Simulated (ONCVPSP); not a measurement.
# Configuration tests for platinum (ONCV)

platinum, optimised norm-conserving Vanderbilt (ONCV), made with ONCVPSP 4.0.1 (LDA (Perdew-Zunger), scalar-relativistic). Core [Kr] 4d10, reference 4f14 5s2 5p6 5d9 6s0.75 6p0.25. Waves: 5s+6s: rc 1.35 bohr, ncon 3, nbas 8, qcut 7.8 1/bohr, 2 projectors; 5p+6p: rc 1.55 bohr, ncon 5, nbas 8, qcut 8.1 1/bohr, 2 projectors; 5d: rc 2.25 bohr, ncon 3, nbas 8, qcut 8.3 1/bohr, 3 projectors, debl 0.8 Ha; 4f: rc 0.60 bohr, ncon 3, nbas 8, qcut 29.1 1/bohr, local. Local part: the f channel. Core correction: none.

Energies are relative to the spin-unpolarised reference configuration 4f14 5s2 5p6 5d9 6s0.75 6p0.25; without spin polarisation the order of configurations can differ from experiment. Not all tests gave a result: 1 of 4 tests not solved or not reliable.

| valence configuration | charge | ΔE all-electron (eV) | error AE − PS (meV) |
| --- | --- | --- | --- |
| 4f14 5s2 5p6 5d9 6s1 6p0 | 0 | -1.258 | +0.4 |
| 4f14 5s2 5p6 5d9 6s0 6p0 | +1 | 8.287 | -3.2 |
| 4f14 5s2 5p6 5d8 6s1 6p0 | +1 | 10.159 | +0.2 |

Note: ghosts flagged at negative energy: s at -2112.0 eV, s at -145.5 eV, p at -1218.7 eV, d at -280.0 eV; no localised positive-energy state flagged. A true bound ghost makes a file unfit for plane-wave use.
